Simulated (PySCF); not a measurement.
Molecule: SMILES C#C[C@H](F)C(C)(C)F, C6H8F2.

Bonds (- single, = double, # triple, : aromatic): C1#C2, C2-C3, C3-F4, C3-C5, C5-C6, C5-C7, C5-F8. C1 carries H9; C3 carries H10; C6 carries H11, H12, H13; C7 carries H14, H15, H16. Stereochemistry as in C#C[C@H](F)C(C)(C)F.

Frames of a GFN2-xTB Langevin trajectory at 400 K; GIAO PBE0/pcSseg-1 shieldings in PySCF 2.14, gas phase, non-relativistic; equivalent atoms averaged within each frame.

Shifts are taken against calculated references (same method and geometry level): TMS for 13C (σref 186.93) and 1H (σref 31.72); 19F (σref 170.95) against CFCl3. The references are static minima.

**Question.** How do the shifts (ppm) fluctuate along the trajectory?

**Answer.** 
```tsv
time (fs)	C5	C3	C2	C1	C6	C7	F8	F4	H10	H11/H12/H13
250	94.3	91.7	90.3	88.0	26.3	23.6	-186.9	-223.6	4.74	1.83
425	116.7	87.3	91.0	94.9	24.9	17.6	-151.3	-203.5	4.38	1.48
625	97.3	90.1	85.5	91.4	33.4	22.7	-176.4	-213.1	5.96	2.30
800	98.6	80.1	83.5	92.7	27.0	23.2	-193.2	-240.9	4.47	1.42
1000	83.8	92.2	90.5	84.9	28.9	28.6	-213.2	-208.8	5.27	2.13
mean of frames	98.1	88.3	88.2	90.4	28.1	23.1	-184.2	-218.0	4.96	1.83
standard deviation	11.9	5.0	3.4	4.0	3.3	3.9	22.7	14.8	0.66	0.39
```

5 frames give an uncertainty of the mean of about the standard deviation over 2.2 at best, since frames this close in time may not be independent; classical motion lacks zero-point vibration, and the reference would need the same averaging.
